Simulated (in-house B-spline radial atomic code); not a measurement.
Atomic self-consistent-field run: Br. Method: non-relativistic r2SCAN0, spin-polarised, spherical fractional occupations, point nucleus. Calculated with a B-spline radial code for spherical atoms.

In the input, 3d5,1 would mean five up and one down electron.

Command:
```bash
python run_scf.py task.json out
```
Settings:
```
Z                35
configuration    1s2 2s2 2p6 3s2 3p6 3d10 4s2 4p2,3
hamiltonian      nr
method           r2scan0
spin_polarised   True
```

Output (hartree, bohr):
```
 radial grid: 58 intervals, B-splines of order 8, outer radius 50 bohr

 iter        energy (Eh)    residual
    1       -2574.102455    6.82e-02
    2       -2574.109217    2.33e-03
    3       -2574.109319    1.29e-03
    4       -2574.109328    6.47e-04
    5       -2574.109333    8.00e-05
    6       -2574.109334    2.47e-05
    7       -2574.109334    3.20e-06
    8       -2574.109334    1.45e-06
    9       -2574.109334    1.95e-07

 total energy                     -2574.10933
 kinetic                            2572.6102
 electron-nucleus                  -6154.6277
 Hartree                            1099.1729
 exact exchange                      -22.3652
 exchange-correlation                -68.8995

 orbital      occ     eigenvalue          <r>       <r^2>       <1/r>       r_max
 1s up      1.000      -484.1667    0.0436893  0.00255654     34.4942     0.02886
 1s down    1.000      -484.1706    0.0436895  0.00255657      34.494     0.02886
 2s up      1.000       -63.0285     0.193414   0.0440491      7.6655      0.1628
 2s down    1.000       -63.0297     0.193417   0.0440509     7.66555      0.1628
 2p up      3.000       -56.7004     0.167162   0.0341411     7.62465      0.1291
 2p down    3.000       -56.7038     0.167158   0.0341396     7.62489      0.1291
 3s up      1.000        -8.9678     0.560562    0.360996     2.53182      0.4929
 3s down    1.000        -8.9723     0.560537    0.361029     2.53243      0.4928
 3p up      3.000        -6.7198     0.567628    0.376831     2.41455      0.4854
 3p down    3.000        -6.7256     0.567604    0.376896     2.41512      0.4853
 3d up      5.000        -2.7347     0.586255    0.424723     2.15818      0.4324
 3d down    5.000        -2.7401      0.58725    0.426694     2.15632      0.4324
 4s up      1.000        -0.7859      1.72361     3.41353    0.765365        1.45
 4s down    1.000        -0.8409      1.71598     3.37624    0.767367       1.451
 4p up      2.000        -0.2980       2.1361     5.38096    0.615833       1.685
 4p down    3.000        -0.3668      2.08067     5.06545    0.629472       1.674
```

Time taken, with all properties: 0.18 s on 1 thread of Arm Neoverse V2, with other jobs on the host.

Caution: exact exchange at fractional occupations of open shells leaves self-interaction of up to several eV.
